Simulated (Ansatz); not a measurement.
Start from `N#CC(N)O[SiH3]` and change one atom or group to get `CBC(N)C#N`.

Ansatz, PBE0-D4/def2-TZVP geometries, multiplicity 1. Each molecule was computed in one conformer, which needn't be the lowest.

```json
{"property": "LUMO energy (B3LYP/def2-TZVPP) / eV", "`N#CC(N)O[SiH3]`": "-0.56"}
{"property": "HOMO–LUMO gap (ωB97M-V/def2-TZVPP) / eV", "`N#CC(N)O[SiH3]`": "12.03"}
{"property": "LUMO energy (PBE0/def2-TZVPP) / eV", "`N#CC(N)O[SiH3]`": "-0.32"}
{"property": "HOMO energy (PBE/def2-TZVPP) / eV", "`N#CC(N)O[SiH3]`": "-6.67"}
{"property": "HOMO–LUMO gap (B3LYP/def2-TZVPP) / eV", "`N#CC(N)O[SiH3]`": "7.37"}
{"property": "HOMO energy (ωB97M-V/def2-TZVPP) / eV", "`N#CC(N)O[SiH3]`": "-10.59"}
```

Question: Give the same properties after the change, and the shifts. (An estimate is asked.)

Answer: Computed: 
```csv
property,`CBC(N)C#N`,shift
LUMO energy (B3LYP/def2-TZVPP) / eV,-1.67,-1.11
HOMO–LUMO gap (ωB97M-V/def2-TZVPP) / eV,10.53,-1.50
LUMO energy (PBE0/def2-TZVPP) / eV,-1.44,-1.12
HOMO energy (PBE/def2-TZVPP) / eV,-6.10,0.57
HOMO–LUMO gap (B3LYP/def2-TZVPP) / eV,5.69,-1.68
HOMO energy (ωB97M-V/def2-TZVPP) / eV,-10.00,0.59
```

With PBE0 the HOMO rises by 0.58 eV and the LUMO falls by 1.12 eV, so the gap narrows by about 1.70 eV. PBE moves the HOMO by 0.57 eV and ωB97M-V by 0.59 eV.

B3LYP here is the variant with VWN-RPA as its local correlation; programs differ in this.
